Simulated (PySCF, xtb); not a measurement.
C₂H₈ClNOSi, SMILES Cl[SiH](N(C)C)O. One conformer was computed; it need not be the lowest.

Harmonic wavenumbers (cm⁻¹) from GFN2-xTB (xtb) at its own minimum, in rising order: 65, 141, 162, 186, 202, 236, 264, 289, 322, 386, 496, 654, 683, 711, 811, 911, 1045, 1060, 1091, 1131, 1200, 1311, 1418, 1428, 1478, 1487, 1497, 1508, 2309, 2910, 2914, 2956, 2962, 3047, 3049, 3647.

**Question.** What does B3LYP-D3(BJ)/def2-SVP run with PySCF give at its own minimum? (Estimate from the structure and the level; the computed values follow.)

**Answer.** 41, 126, 174, 212, 227, 253, 301, 331, 367, 394, 533, 678, 796, 832, 899, 915, 1024, 1092, 1117, 1170, 1229, 1326, 1435, 1461, 1462, 1469, 1483, 1507, 2279, 2969, 2976, 3021, 3029, 3121, 3138, 3859. Paired by order, the mean absolute difference is 43 cm⁻¹ and the zero-point energies are 65.7 and 67.5 kcal/mol.
